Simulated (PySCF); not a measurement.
Molecule: SMILES F[Si@@]([SiH3])(Cl)O[SiH3], ClFH6OSi3.

Geometry:
```csv
atom,x (Å),y (Å),z (Å)
F1,-0.419,0.597,2.170
Si2,-0.376,0.578,0.552
Si3,-2.463,0.075,-0.339
Cl4,0.212,2.467,-0.031
O5,0.753,-0.504,0.081
Si6,2.395,-0.728,-0.155
H7,-2.897,-1.286,0.093
H8,-3.453,1.094,0.117
H9,-2.345,0.121,-1.827
H10,2.897,0.270,-1.141
H11,3.117,-0.567,1.140
H12,2.581,-2.108,-0.679
```

Geometry PBE0-D3(BJ)/def2-SVP throughout; GIAO in PySCF 2.14.0 with density-fitted response routines, gas phase, one conformer, non-relativistic; equivalent atoms averaged; basis pcSseg-1.

(1) How do the shifts δ (against CFCl3, TMS, HCl, H2O at the same level) depend on the functional? (ppm; last column core-seconds on shared hosts with different chips, so compare them loosely)

(2) Which nucleus moves most, in ppm?

Answers

(1) 
```csv
functional,kind,F1,Si2,Si6,Si3,Cl4,O5,H10/H11/H12,H7/H8/H9,core-s
HF,Hartree–Fock,-85.1,-21.0,-41.5,-94.0,52.1,47.4,4.57,3.33,9.1
LDA,LDA,-108.2,-8.2,-32.5,-121.2,185.5,101.6,5.52,3.62,18
PBE,GGA,-112.6,-14.0,-37.6,-113.9,148.3,90.0,5.26,3.48,22
BLYP,GGA,-115.2,-18.4,-44.9,-112.9,135.8,91.4,5.11,3.38,22
BP86,GGA,-114.8,-14.3,-37.0,-111.1,144.7,87.5,5.23,3.49,22
OPBE,GGA,-115.0,-14.6,-33.0,-105.7,127.0,77.1,5.18,3.49,24
KT2,GGA,-116.7,-12.2,-34.1,-110.4,150.0,85.2,5.21,3.46,48
KT3,GGA,-119.0,-17.4,-38.7,-105.5,122.9,78.0,5.00,3.33,52
B97-D,GGA,-119.0,-19.2,-40.6,-105.3,119.0,78.6,5.02,3.36,58
B3LYP,global hybrid,-106.8,-16.9,-42.1,-108.0,117.4,80.6,4.98,3.37,46
PBE0,global hybrid,-103.6,-12.9,-35.4,-107.4,121.8,76.3,5.07,3.46,43
mPW1PW91,global hybrid,-104.8,-13.4,-35.2,-105.0,116.9,75.0,5.02,3.44,43
WP04,global hybrid,-121.9,-25.4,-43.6,-89.4,73.5,60.4,4.29,3.01,15
B97-2,global hybrid,-108.3,-16.2,-37.0,-103.3,108.9,71.3,4.95,3.40,15
BHandHLYP,global hybrid,-96.7,-17.2,-40.7,-102.1,92.2,67.8,4.79,3.34,14
CAM-B3LYP,range-separated hybrid,-96.6,-13.0,-39.5,-108.0,112.9,78.0,4.96,3.38,21
wB97X-D,range-separated hybrid,-100.4,-12.2,-34.9,-104.6,110.7,71.6,4.98,3.45,22
LC-wPBE,range-separated hybrid,-88.9,-5.9,-31.0,-103.8,102.6,67.1,4.93,3.41,28
```

(2) Cl4 (chlorine bonded to Si): from 52.1 ppm with HF to 185.5 ppm with LDA. The smallest spread is 0.61 ppm, at H7/H8/H9.
